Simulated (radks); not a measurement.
Spherical quantum dot in the effective-mass picture: electrons in a parabolic well V = omega^2 r^2 / 2 with omega = 0.325, with a point charge +1 (a donor) at the centre, all in effective atomic units (hartree* = m*/eps^2 hartree, bohr* = eps/m* bohr), one dielectric constant everywhere. Method: non-relativistic Kohn-Sham, LDA (Slater exchange, Perdew-Wang correlation), spin-polarised, spherical densities; computed with a radial shooting solver with Libxc functionals. Levels are named by radial order and angular momentum (1s, 1p, 1d, 2s, ...), and open shells are averaged over m.

N = 35, configuration 1s2 1p6 1d10 2s2 1f14 2p(up 1, down 0). This is the lowest configuration that the search found. Occupied and some empty levels:

level    occupation  eigenvalue (hartree*)  <r> (bohr*)
1s up             1                 6.9982        2.313
1s down           1                 7.0088        2.347
1p up             3                 7.1725        4.657
1p down           3                 7.1767        4.701
2s up             1                 7.2016        4.553
2s down           1                 7.2048        4.519
1d up             5                 7.2775        5.322
1d down           5                 7.2799        5.333
1f up             7                 7.3934        5.751
1f down           7                 7.3953        5.751
2p up             1                 7.4267        4.656
2p down           0                 7.4351        4.658
3s up             0                 7.5060        4.759
3s down           0                 7.5106        4.776
1g up             0                 7.5229        6.081
1g down           0                 7.5248        6.079
2d up             0                 7.5950        5.152
2d down           0                 7.6010        5.177

Energy (hartree*): total 151.460, kinetic 8.5984, external 45.131, Hartree 106.34, exchange-correlation -8.6122.

Electron density:

r (bohr*)  n(r) (e/bohr*^3)
0.486                0.1923
1.30                0.05180
2.11                0.02405
2.92                0.02133
3.73                0.02524
4.55                0.02880
5.36                0.02702
6.17                0.01858
6.98               0.008420
7.79               0.002319
8.61              0.0003737
9.42             0.00003496
10.2              1.907e-06
